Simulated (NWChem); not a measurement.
Everything below was run with NWChem. System: C₃H₉S, charge 2, spin multiplicity 2, at the geometry of a parent with another charge or spin, in a state set for the comparison that need not be this species' ground state. Its SCF solution wasn't tested for a lower state. Level: UB3LYP/def2-TZVP, VWN1-RPA local correlation.

Job file:

```
start mol
memory heap 200 mb stack 900 mb global 1100 mb
charge 2
geometry units angstroms nocenter noautoz
  C     -0.004920    -0.859987     1.418324
  S     -0.490312     0.160698     0.000000
  C     -0.004920    -0.859987    -1.418324
  C      0.760348     1.474057     0.000000
  H      1.057734    -1.160215     1.341796
  H     -0.672651    -1.743009     1.425455
  H     -0.187711    -0.257193     2.328741
  H      1.057734    -1.160215    -1.341796
  H     -0.187711    -0.257193    -2.328741
  H     -0.672651    -1.743009    -1.425455
  H      1.780625     1.044948     0.000000
  H      0.583287     2.090111    -0.902641
  H      0.583287     2.090111     0.902641
  symmetry group Cs
end
basis spherical
  * library def2-tzvp
end
dft
  xc b3lyp
  odft
  mult 2
  semidirect memsize 60000000 filesize 0
  iterations 100
end
task dft energy
```

NWChem printed:

```
             Northwest Computational Chemistry Package (NWChem) 7.3.0
             --------------------------------------------------------

                                NWChem Input Module
                                -------------------

 Scaling coordinates for geometry "geometry" by  1.889725989
 (inverse scale =  0.529177249)

 Turning off AUTOSYM since
 SYMMETRY directive was detected!

                             Geometry "geometry" -> ""
                             -------------------------

 Output coordinates in angstroms (scale by  1.889725989 to convert to a.u.)

  No.       Tag          Charge          X              Y              Z
 ---- ---------------- ---------- -------------- -------------- --------------
    1 C                    6.0000    -0.00492000    -0.85998700     1.41832400
    2 S                   16.0000    -0.49031200     0.16069800     0.00000000
    3 C                    6.0000    -0.00492000    -0.85998700    -1.41832400
    4 C                    6.0000     0.76034800     1.47405700     0.00000000
    5 H                    1.0000     1.05773400    -1.16021500     1.34179600
    6 H                    1.0000    -0.67265100    -1.74300900     1.42545500
    7 H                    1.0000    -0.18771100    -0.25719300     2.32874100
    8 H                    1.0000     1.05773400    -1.16021500    -1.34179600
    9 H                    1.0000    -0.18771100    -0.25719300    -2.32874100
   10 H                    1.0000    -0.67265100    -1.74300900    -1.42545500
   11 H                    1.0000     1.78062500     1.04494800     0.00000000
   12 H                    1.0000     0.58328700     2.09011100    -0.90264100
   13 H                    1.0000     0.58328700     2.09011100     0.90264100

 Effective nuclear repulsion energy (a.u.)     186.0240332095

            Nuclear Dipole moment (a.u.)
            ----------------------------
        X                 Y               Z
 ---------------- ---------------- ----------------
    -0.0000018897     0.0000037795    -0.0000000000

      Symmetry information
      --------------------

 Group name             Cs
 Group number              2
 Group order               2
 No. of unique centers     8

      Symmetry unique atoms

     1    2    4    5    6    7   11   12


 Summary of "ao basis" -> "" (spherical)
 ------------------------------------------------------------------------------
       Tag                 Description            Shells   Functions and Types
 ---------------- ------------------------------  ------  ---------------------
 *                         def2-tzvp                  on all atoms

                                 NWChem DFT Module
                                 -----------------

 Summary of "ao basis" -> "ao basis" (spherical)
 ------------------------------------------------------------------------------
       Tag                 Description            Shells   Functions and Types
 ---------------- ------------------------------  ------  ---------------------
 C                         def2-tzvp                11       31   5s3p2d1f
 S                         def2-tzvp                13       37   5s5p2d1f
 H                         def2-tzvp                 4        6   3s1p

 Summary of "ao basis" -> "ao basis" (spherical)
 ------------------------------------------------------------------------------
       Tag                 Description            Shells   Functions and Types
 ---------------- ------------------------------  ------  ---------------------
 C                         def2-tzvp                11       31   5s3p2d1f
 S                         def2-tzvp                13       37   5s5p2d1f
 H                         def2-tzvp                 4        6   3s1p

      Symmetry analysis of basis
      --------------------------

        a'        106
        a"         78

            General Information
            -------------------
          SCF calculation type: DFT
          Wavefunction type:  spin polarized.
          No. of atoms     :    13
          No. of electrons :    41
           Alpha electrons :    21
            Beta electrons :    20
          Charge           :     2
          Spin multiplicity:     2
          Use of symmetry is: on ; symmetry adaption is: on
          Maximum number of iterations: 100
          AO basis - number of functions:   184
                     number of shells:    82
          Convergence on energy requested:  1.00D-06
          Convergence on density requested:  1.00D-05
          Convergence on gradient requested:  5.00D-04

              XC Information
              --------------
                         B3LYP Method XC Potential
                     Hartree-Fock (Exact) Exchange  0.200
                        Slater Exchange Functional  0.800 local
                    Becke 1988 Exchange Functional  0.720 non-local
              Lee-Yang-Parr Correlation Functional  0.810
                  VWN I RPA Correlation Functional  0.190 local

             Grid Information
             ----------------
          Grid used for XC integration:  medium
          Radial quadrature: Mura-Knowles
          Angular quadrature: Lebedev.
          Tag              B.-S. Rad. Rad. Pts. Rad. Cut. Ang. Pts.
          ---              ---------- --------- --------- ---------
          C                   0.70       49          11.0       434
          S                   1.00       88           8.0       590
          H                   0.35       45          12.0       434
          Grid pruning is: on
          Number of quadrature shells:   411
[...]
  ----- ------------  ---------------      ----- ------------  ---------------
    36      0.969022   2 S  s                35      0.510521   2 S  s
    49      0.314233   2 S  px              111      0.314151   4 C  px
    14      0.308075   1 C  pz               82     -0.308075   3 C  pz
    34     -0.280945   2 S  s               112      0.271366   4 C  py
   133     -0.257972   5 H  s               151     -0.257972   8 H  s

                     DFT Final Beta Molecular Orbital Analysis
                     -----------------------------------------

 Vector   18  Occ=1.000000D+00  E=-8.113374D-01  Symmetry=a"
              MO Center=  9.7D-02, -3.2D-02, -2.5D-15, r^2= 4.6D+00
   Bfn.  Coefficient  Atom+Function         Bfn.  Coefficient  Atom+Function
  ----- ------------  ---------------      ----- ------------  ---------------
   107      0.209968   4 C  pz                7     -0.172808   1 C  py
    75      0.172808   3 C  py              110      0.163144   4 C  pz
    10     -0.134274   1 C  py               78      0.134274   3 C  py
   138      0.121350   6 H  s               144     -0.121151   7 H  s
   156      0.121151   9 H  s               162     -0.121350  10 H  s

 Vector   19  Occ=1.000000D+00  E=-8.006236D-01  Symmetry=a'
              MO Center=  8.5D-02, -3.6D-02,  7.4D-13, r^2= 4.1D+00
   Bfn.  Coefficient  Atom+Function         Bfn.  Coefficient  Atom+Function
  ----- ------------  ---------------      ----- ------------  ---------------
   106     -0.230681   4 C  py               47      0.225196   2 S  py
   109     -0.181032   4 C  py                7     -0.164695   1 C  py
    75     -0.164695   3 C  py              138      0.140712   6 H  s
   162      0.140712  10 H  s                10     -0.124792   1 C  py
    78     -0.124792   3 C  py               44      0.103817   2 S  py

 Vector   20  Occ=1.000000D+00  E=-8.006138D-01  Symmetry=a"
              MO Center=  8.9D-02, -2.2D-02, -6.9D-13, r^2= 4.1D+00
   Bfn.  Coefficient  Atom+Function         Bfn.  Coefficient  Atom+Function
  ----- ------------  ---------------      ----- ------------  ---------------
    48      0.236892   2 S  pz                8     -0.207935   1 C  pz
    76     -0.207935   3 C  pz              107     -0.173508   4 C  pz
    11     -0.161722   1 C  pz               79     -0.161722   3 C  pz
   144     -0.137703   7 H  s               156      0.137703   9 H  s
   110     -0.129754   4 C  pz               45      0.109210   2 S  pz

 Vector   21  Occ=0.000000D+00  E=-6.909827D-01  Symmetry=a'
              MO Center= -2.2D-01,  7.1D-02, -3.4D-15, r^2= 2.8D+00
   Bfn.  Coefficient  Atom+Function         Bfn.  Coefficient  Atom+Function
  ----- ------------  ---------------      ----- ------------  ---------------
    46      0.425531   2 S  px               49      0.216328   2 S  px
    43      0.199107   2 S  px               35     -0.192901   2 S  s
    36     -0.162020   2 S  s                37     -0.159561   2 S  px
    47     -0.139441   2 S  py              105     -0.137499   4 C  px
    34      0.117817   2 S  s                 6     -0.113619   1 C  px

 Vector   22  Occ=0.000000D+00  E=-4.169793D-01  Symmetry=a'
              MO Center= -2.6D-01,  2.1D-01, -1.4D-11, r^2= 3.0D+00
   Bfn.  Coefficient  Atom+Function         Bfn.  Coefficient  Atom+Function
  ----- ------------  ---------------      ----- ------------  ---------------
    50      0.858490   2 S  py              104     -0.853982   4 C  s
     5      0.426917   1 C  s                73      0.426917   3 C  s
    47      0.345624   2 S  py               49      0.281184   2 S  px
   112      0.262548   4 C  py              103     -0.256716   4 C  s
   111      0.240092   4 C  px              169      0.218701  11 H  s

 Vector   23  Occ=0.000000D+00  E=-4.169542D-01  Symmetry=a"
              MO Center= -3.4D-01, -1.5D-02,  1.4D-11, r^2= 3.0D+00
   Bfn.  Coefficient  Atom+Function         Bfn.  Coefficient  Atom+Function
  ----- ------------  ---------------      ----- ------------  ---------------
    51      0.903639   2 S  pz                5     -0.739746   1 C  s
    73      0.739746   3 C  s                48      0.363703   2 S  pz
     4     -0.222439   1 C  s                72      0.222439   3 C  s
    14      0.217374   1 C  pz               82      0.217374   3 C  pz
    13     -0.215496   1 C  py               81      0.215496   3 C  py

   alpha - beta orbital overlaps
   -----------------------------

   alpha      1      2      3      4      5      6      7      8      9     10
    beta      1      2      3      4      5      8      6      7      9     10
 overlap   1.000  1.000  0.976  0.976  1.000  1.000  1.000  1.000  0.998  1.000

   alpha     11     12     13     14     15     16     17     18     19     20
    beta     11     12     13     15     14     16     17     18     19     20
 overlap   1.000  0.990  0.976  0.988  0.988  0.987  0.987  1.000  0.999  0.999

   alpha     21     22     23     24     25     26     27     28     29     30
    beta     21     22     23     24     25     26     27     28     29     30
 overlap   0.978  0.998  0.998  0.996  0.997  0.998  0.998  0.997  0.998  0.998

   alpha     31     32     33     34     35     36     37     38     39     40
    beta     31     32     34     33     35     36     37     38     39     40
 overlap   0.998  0.998  0.990  1.000  0.985  0.985  0.985  0.986  0.980  0.997

   alpha     41     42     43     44     45     46     47     48     49     50
    beta     42     41     43     44     45     46     47     48     49     52
 overlap   0.992  0.992  0.983  0.992  0.992  1.000  1.000  1.000  0.999  0.998

   alpha     51     52     53     54     55     56     57     58     59     60
    beta     50     51     53     54     55     56     57     58     59     60
 overlap   0.998  0.998  0.995  0.995  1.000  0.994  0.994  0.998  0.998  0.998

   alpha     61     62     63     64     65     66     67     68     69     70
    beta     61     62     64     65     63     66     67     68     69     70
 overlap   0.998  0.998  0.998  0.998  1.000  0.989  0.989  1.000  1.000  0.999

   alpha     71     72     73     74     75     76     77     78     79     80
    beta     71     72     73     74     75     76     77     78     79     80
 overlap   1.000  1.000  0.999  0.999  1.000  1.000  1.000  1.000  0.989  0.990

   alpha     81     82     83     84     85     86     87     88     89     90
    beta     81     82     83     84     85     86     87     88     89     90
 overlap   0.998  0.998  0.999  0.999  1.000  0.995  0.995  1.000  0.974  0.988

   alpha     91     92     93     94     95     96     97     98     99    100
    beta     93     91     92     96     94     95     97     98     99    100
 overlap   0.995  0.990  0.977  0.998  0.996  0.995  0.989  0.989  0.992  0.992

   alpha    101    102    103    104    105    106    107    108    109    110
    beta    101    102    103    104    105    106    107    108    109    110
 overlap   1.000  0.996  1.000  1.000  0.994  0.995  0.997  0.997  0.997  0.997

   alpha    111    112    113    114    115    116    117    118    119    120
    beta    111    112    113    114    115    116    117    118    119    120
 overlap   1.000  0.999  0.999  1.000  0.999  0.996  0.996  0.996  0.996  1.000

   alpha    121    122    123    124    125    126    127    128    129    130
    beta    121    122    123    124    125    126    127    128    129    130
 overlap   0.999  0.999  0.999  0.998  0.998  0.999  1.000  0.916  0.911  0.916

   alpha    131    132    133    134    135    136    137    138    139    140
    beta    131    132    133    134    135    136    137    138    139    140
 overlap   0.911  0.999  0.998  0.998  0.999  1.000  1.000  1.000  1.000  1.000

   alpha    141    142    143    144    145    146    147    148    149    150
    beta    141    142    143    144    145    146    147    148    149    150
 overlap   1.000  1.000  0.999  0.999  1.000  0.999  0.999  1.000  1.000  1.000

   alpha    151    152    153    154    155    156    157    158    159    160
    beta    151    152    153    154    155    156    157    158    159    160
 overlap   1.000  0.999  0.999  1.000  1.000  1.000  1.000  1.000  1.000  1.000

   alpha    161    162    163    164    165    166    167    168    169    170
    beta    161    162    163    164    165    166    167    168    169    170
 overlap   1.000  1.000  1.000  1.000  1.000  1.000  1.000  1.000  1.000  0.999

   alpha    171    172    173    174    175    176    177    178    179    180
    beta    171    172    173    174    175    176    177    178    179    180
 overlap   0.999  1.000  0.999  0.999  1.000  1.000  1.000  1.000  1.000  1.000

   alpha    181    182    183    184
    beta    181    182    183    184
 overlap   1.000  1.000  1.000  1.000

     --------------------------
     Expectation value of S2:
     --------------------------
      <S2> =      0.7534 (Exact =     0.7500)

 center of mass
 --------------
 x =  -0.08099509 y =   0.02655455 z =   0.00000000

 moments of inertia (a.u.)
 ------------------
         471.694659171928         -54.986729518096          -0.000000000000
         -54.986729518096         322.036830122646           0.000000000000
          -0.000000000000           0.000000000000         303.943616189372

     Multipole analysis of the density
     ---------------------------------

     L   x y z        total         alpha         beta         nuclear
     -   - - -        -----         -----         ----         -------
     0   0 0 0      2.000000    -21.000000    -20.000000     43.000000

     1   1 0 0      0.343388      0.407250     -0.063860     -0.000002
     1   0 1 0     -0.112526     -0.133548      0.021018      0.000004
     1   0 0 1     -0.000000      0.000000     -0.000000     -0.000000

     2   2 0 0    -16.142007    -36.047958    -31.444609     51.350560
     2   1 1 0      1.982682    -16.143273    -16.873469     34.999424
     2   1 0 1      0.000000      0.000000     -0.000000      0.000000
     2   0 2 0    -10.745177    -79.983920    -77.370862    146.609605
     2   0 1 1     -0.000000     -0.000000     -0.000000     -0.000000
     2   0 0 2    -10.090143    -85.297376    -82.919435    158.126668

 Task  times  cpu:       18.3s     wall:       18.3s

 Total times  cpu:       18.4s     wall:       18.4s
```
